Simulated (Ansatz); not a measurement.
Mulliken charges of C$_{2}$H$_{3}$F$_{3}$Sn (`C=[CH][Sn]([F])([F])[F]`) from r2SCAN/def2-TZVPP in Ansatz (PBE0-D4/def2-TZVP geometry).

```json
{"atom": "C1", "x (Å)": "0.853", "y (Å)": "-1.359", "z (Å)": "0.519", "charge (e)": "-0.104"}
{"atom": "C2", "x (Å)": "-0.066", "y (Å)": "-0.452", "z (Å)": "0.820", "charge (e)": "-0.318"}
{"atom": "Sn3", "x (Å)": "-0.541", "y (Å)": "1.032", "z (Å)": "-0.574", "charge (e)": "1.502"}
{"atom": "F4", "x (Å)": "-2.340", "y (Å)": "1.073", "z (Å)": "-1.175", "charge (e)": "-0.456"}
{"atom": "F5", "x (Å)": "0.504", "y (Å)": "0.797", "z (Å)": "-2.143", "charge (e)": "-0.466"}
{"atom": "F6", "x (Å)": "-0.230", "y (Å)": "2.823", "z (Å)": "-0.032", "charge (e)": "-0.456"}
{"atom": "H7", "x (Å)": "1.116", "y (Å)": "-2.139", "z (Å)": "1.228", "charge (e)": "0.100"}
{"atom": "H8", "x (Å)": "1.379", "y (Å)": "-1.369", "z (Å)": "-0.430", "charge (e)": "0.105"}
{"atom": "H9", "x (Å)": "-0.586", "y (Å)": "-0.450", "z (Å)": "1.771", "charge (e)": "0.094"}
```

By hand: the dipole of these point charges (1 e Å = 4.8032 D).

Σ q r = (0.258, -0.713, 0.616) e Å, of length 0.977 e Å = 4.69 D.

How does the dipole of the full density compare? (Best estimate.)

Ansatz gave: (0.268, -0.740, 0.639) e Å, 4.87 D; the point charges give 0.96 times that, at 0° from its direction.

Point charges leave out the atoms' own dipoles, such as those of lone pairs, and Mulliken's split depends on the basis, so the close match here is no proof of good charges.
